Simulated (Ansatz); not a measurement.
Input for Ansatz (a first-principles code): R-PBE0/def2-TZVPP on AlClH3N (SMILES [NH2][AlH][Cl]), a point of a torsion scan.

Ansatz 0.2 input:
```yaml
crystal:
  periodic: [false, false, false]
  atoms:
    - {symbol: N, position_ang: [-0.99328475, -0.12699476, -0.01810699]}
    - {symbol: Al, position_ang: [0.73463093, 0.27309895, -0.06081730]}
    - {symbol: Cl, position_ang: [1.60057306, 1.37402582, -1.52109901]}
    - {symbol: H, position_ang: [-1.44161701, -0.67542976, 0.70349777]}
    - {symbol: H, position_ang: [-1.69906060, 0.14316302, -0.69370534]}
    - {symbol: H, position_ang: [1.61594567, -0.24281828, 1.06838222]}
basis:
  gaussian:
    orbitals: def2-TZVPP
hamiltonian:
  xc: {name: PBE0}
scf: {lower_state_search: off}
```

Output:

```
WARN ansatz: RAYON_NUM_THREADS=1 ignored (pool sized by the plan → 1); use --threads N
Functional definition: PBE0
these checks for a lower state are left out or cut short: stability, starts, cluster_reference, orbital_swaps, neighbouring_geometries, increment
integrals: 0.07 GiB planned
957 factors; their error is unknown
mean field: 0.60 GiB planned
mean field evaluation 1: about -20646.2879 eV, gradient 6.2e1 eV
mean field evaluation 2: about -20629.6349 eV, gradient 9.6e1 eV
mean field evaluation 4: about -20653.4763 eV, gradient 4.2e0 eV
mean field evaluation 8: about -20653.5082 eV, gradient 5.8e-2 eV
mean field evaluation 16: about -20653.5535 eV, gradient 7.6e-6 eV
mean field -20653.55348723 eV, -759.0040911745 hartree, gradient 7.6e-6 eV, S^2 0.000000; 0 other end points of the search recorded, 0 dependent functions left out
reference -20653.55351632 eV, -759.0040922433 hartree; 20, 20 occupied and 137, 137 virtual orbitals, 957 factors
Total energy: -20653.55351632 eV, -759.0040922433 hartree
Checks for a lower state left out: stability, starts, cluster_reference, orbital_swaps, neighbouring_geometries, increment
```

The calculation finished and met its thresholds.

Cost: around 1.7 core-seconds (rough).
